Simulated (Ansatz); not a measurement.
The cluster CrO₂, relaxed as a singlet with RKS PBE-D4/def2-TZVP in Ansatz, starting from the GFN2-xTB geometry. Force threshold 0.02 eV/Å.

The structure holds 1 bond(s) between oxygen atoms. An occupied level lies above an empty one. Another isomer (triplet) lies 5.12 eV lower at PBE0-D4/def2-TZVP; other spin states weren't run for this one.

Start:

```xyz
3

Cr   -0.802   -0.691    0.261
O    -0.036    0.719   -0.491
O     0.838   -0.028    0.230
```

Estimate the energy that the relaxation releases and the steps that it takes.

0.06 eV, in 4 steps; 6.5 s on 4 threads of Arm Neoverse V1 on a shared host. No frequencies were taken in this run, so the end may be a saddle point.

Does the start keep its bonding and symmetry?

By distances, no bond broke or formed. The bond that changes most is O2–O3, from 1.36 to 1.42 Å (atoms count from 1). Point group C2v at the start, C2v at the end, both within 0.05 Å.

Predict the relaxed structure.


```xyz
3

Cr   -0.793   -0.683    0.258
O    -0.062    0.732   -0.506
O     0.855   -0.049    0.249
```
Bond lengths: 2 × Cr–O 1.77 Å; 1 × O–O 1.42 Å.
